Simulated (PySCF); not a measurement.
# How methods differ on the ionisation energy of Sn²⁹⁺

Sn²⁹⁺ [Ar] 3d3 [3d3/2^3, M_J = 3/2] → Sn³⁰⁺ [Ar] 3d2 [3d3/2^2, M_J = 2], as a difference of total energies. All numbers are calculated (PySCF 2.14, the two-component X2C-1e Hamiltonian, in an even-tempered Gaussian basis (16 s from 4.6 bohr⁻², ratio 2.8; 12 p from 6 bohr⁻², ratio 2.8; 8 d from 6 bohr⁻², ratio 2.8; 3 f from 20 bohr⁻², ratio 3)). Correlated levels: [Ne] frozen; the 74 highest virtual spinors dropped. "Screened" scales the spin-orbit matrix elements by Boettger's factors to mimic the two-electron term; Breit and QED terms are absent.

| method | ionisation energy (eV) |
| --- | --- |
| GHF (spin-free) | 1675.3 |
| GMP2 (spin-free) | 1675.3 |
| GHF (screened spin-orbit) | 1675.7 |
| GMP2 (screened spin-orbit) | 1676.1 |

Breit and QED terms and the two-electron picture change are absent.

The spin-free rows relax to the high-spin LS determinant and lack the spin-orbit shift.

The labels give the starting determinants; with spin-orbit coupling the two ends relaxed to ⟨J²⟩ = 4.53, ⟨L²⟩ = 10.22, ⟨S²⟩ = 2.91 and ⟨J²⟩ = 6.13, ⟨L²⟩ = 10.71, ⟨S²⟩ = 1.63.

The determinant of Sn²⁹⁺ mixes levels of different J (the jj label is only the starting occupation), so the difference between spin-free and spin-orbit rows is not the physical spin-orbit shift.

For comparison: 1676 ± 4 eV (theoretical estimate listed by NIST; NIST Atomic Spectra Database, ionization energies).
